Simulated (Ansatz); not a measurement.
A run for Ansatz (a program for electronic structure): U-CCSD(T)/def2-SVP on H5InSi (SMILES [SiH3][InH2]), a point of a bond scan (R = 3.997 Å). Elements past Kr take the def2 small-core potentials; no spin–orbit coupling. The run froze 14 orbitals, filled d shells among them.

Ansatz 0.2 input:
```yaml
crystal:
  periodic: [false, false, false]
  atoms:
    - {symbol: In, position_ang: [-0.32667194, -0.55207065, 0.06665595]}
    - {symbol: H, position_ang: [0.76180743, -3.20248262, 2.85318705]}
    - {symbol: H, position_ang: [-1.69916802, -0.94453524, -0.92206221]}
    - {symbol: Si, position_ang: [0.98424778, 1.66633835, -0.20679277]}
    - {symbol: H, position_ang: [0.75722458, 2.53069909, 0.98114900]}
    - {symbol: H, position_ang: [0.57858736, 2.43360543, -1.41049999]}
    - {symbol: H, position_ang: [2.44423217, 1.40737952, -0.29782067]}
basis:
  gaussian:
    orbitals: def2-SVP
correlation: {method: ccsd_t, electrons: outside_noble_gas}
scf: {omitted_lower_state_checks: [cluster_reference]}
magnetization: {spin_polarized: true, initial_magnetization: 0}
```

**Question.** Predict the final total energy.

**Answer.** -481.0283 hartree (reference determinant -480.8373, T1 diagnostic 0.016). Its determinant has ⟨S²⟩ = 0.98, a mixture of spin states.

**Question.** How many basis functions does it have, and what does it roughly cost on one machine?

**Answer.** 69 functions; roughly 6 core-seconds.
